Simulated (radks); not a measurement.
The numbers below are computed, except where a source is named.
Question: These are the eigenvalues of the occupied orbitals of an atom or ion with whole-number occupations (eV). Code: a radial shooting solver on a logarithmic mesh with Libxc functionals. Model: scalar-relativistic Kohn-Sham, BLYP, spin-polarised, spherical densities, finite nucleus; Fermi nuclear charge, rms radius of each element as measured or else 0.836 A^(1/3) + 0.57 fm.

1s up: -52724.67
1s down: -52724.56
2s up: -10834.82
2s down: -10825.18
2p up: -9940.246
2p down: -9932.810
3s up: -4049.964
3s down: -4039.350
3p up: -3775.850
3p down: -3764.857
3d up: -3471.369

Which element is it, and in what charge state? The configuration may be excited. Open shells, if any, are filled with parallel spins first.

Answer: Z = 64, gadolinium, charge +44: Gd44+ in [Ar] 3d2. The list shows which subshells hold electrons but not how many an open one holds; the 1s level, -1937.6 hartree, gives Z - s = 62.3 by -(Z - s)^2/2, which with screening and relativity narrows Z to a few neighbours, and the depths of the outer levels then fix element, charge and occupations together.
